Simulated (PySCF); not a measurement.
**From a computed spectrum to the compound**

A species of 3 atoms with charge 0 has these harmonic modes (PBE0, small Gaussian bases with core potentials, PySCF 2.14.0):

```json
{"cm⁻¹": "145", "km/mol": "22.0", "symmetry": "a'"}
{"cm⁻¹": "331", "km/mol": "50.0", "symmetry": "a'"}
{"cm⁻¹": "884", "km/mol": "154.8", "symmetry": "a'"}
```

**Question.** Which species is it, and in which structure?

**Answer.** LuOCl (singlet):
```xyz
3

Lu    0.2175    0.0000   -0.2643
O     1.6892    0.0000    0.7365
Cl   -1.8606    0.0000    0.9854
```
Ideal gas at 298.15 K and 1 bar: S = 301.5 J/(mol K), Cp = 50.2 J/(mol K), H − H(0 K) = 12.8 kJ/mol (rigid rotor, harmonic modes, spin degeneracy alone). 
 The answer isn't unique; the calculation gave this one.
